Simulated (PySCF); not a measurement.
**`N[Si@H](C=O)O[SiH3]`: 4 charge schemes on one density**

Species: CH₇NO₂Si₂.
Structure used (GFN2-xTB), in Å, numbered top down from 1:
```xyz
13
CH7NO2Si2 angstrom
N     -1.6946   -0.8423   -0.2689
Si    -0.6323    0.0909    0.7053
C     -1.0454    1.9093    0.2681
O     -2.1316    2.4087    0.4257
O      0.8987   -0.1938    0.2746
Si     2.1821   -0.7381   -0.5534
H     -2.6630   -0.5710   -0.3264
H     -1.6086   -1.8465   -0.2822
H     -0.6450   -0.1160    2.1538
H     -0.2238    2.5354   -0.1462
H      3.2952   -0.5983    0.3813
H      1.9286   -2.1346   -0.9065
H      2.3352    0.0969   -1.7428
```

Density: PBE0/pcSseg-1 (PySCF); schemes: Mulliken, IAO, Hirshfeld and ESP-fitted. Geometry: GFN2-xTB, one conformer, isolated molecule.

Give the atomic charges in each scheme.

In e:

```csv
atom,environment,Mulliken,IAO,Hirshfeld,ESP-fitted
N1,silicon-bound nitrogen,-0.637,-0.851,-0.317,-0.980
Si2,oxygen-bound silicon,+1.047,+1.218,+0.447,+0.701
C3,carbonyl carbon,-0.055,-0.023,+0.043,+0.290
O4,carbonyl oxygen,-0.346,-0.367,-0.218,-0.408
O5,siloxane oxygen,-0.722,-0.891,-0.303,-0.447
Si6,oxygen-bound silicon,+0.729,+0.892,+0.399,+0.590
H7,N–H hydrogen,+0.203,+0.276,+0.123,+0.376
H8,N–H hydrogen,+0.195,+0.266,+0.121,+0.389
H9,Si–H hydrogen,-0.141,-0.175,-0.089,-0.157
H10,formyl hydrogen,+0.093,+0.094,+0.032,+0.003
H11,Si–H hydrogen,-0.119,-0.141,-0.079,-0.127
H12,Si–H hydrogen,-0.128,-0.151,-0.081,-0.106
H13,Si–H hydrogen,-0.120,-0.147,-0.079,-0.124
```

Mean size of the charges over all atoms: IAO 0.422 e, ESP-fitted 0.361 e, Mulliken 0.349 e, Hirshfeld 0.179 e. Each set sums to the total charge, 0, to within 0.001 e. The ESP scheme fits charges at the nuclei, held to the total charge, to the electrostatic potential on points at 1.4 to 2.0 times the van der Waals radii.

Lowest charge. The schemes don't all agree: Mulliken O5 (-0.722); IAO O5 (-0.891); Hirshfeld N1 (-0.317); ESP-fitted N1 (-0.980).

Highest charge. All schemes agree: Mulliken Si2 (+1.047); IAO Si2 (+1.218); Hirshfeld Si2 (+0.447); ESP-fitted Si2 (+0.701).

How many electrons does the Mulliken scheme count on Si2?

Z − q = 14 − (+1.047) = 12.953.

How closely do the schemes follow one another over all atoms?

Correlation coefficient and root-mean-square difference: Mulliken with IAO 1.00, 0.106 e; IAO with Hirshfeld 0.99, 0.347 e; Mulliken with Hirshfeld 0.99, 0.247 e; Hirshfeld with ESP-fitted 0.94, 0.249 e; IAO with ESP-fitted 0.92, 0.234 e; Mulliken with ESP-fitted 0.90, 0.202 e.

Sum the charges by element, for elements with more than one atom.

```
element  atoms  Mulliken     IAO  Hirshfeld  ESP-fitted
     Si      2    +1.775  +2.110     +0.846      +1.291
      O      2    -1.067  -1.257     -0.522      -0.854
      H      7    -0.016  +0.021     -0.051      +0.253
```
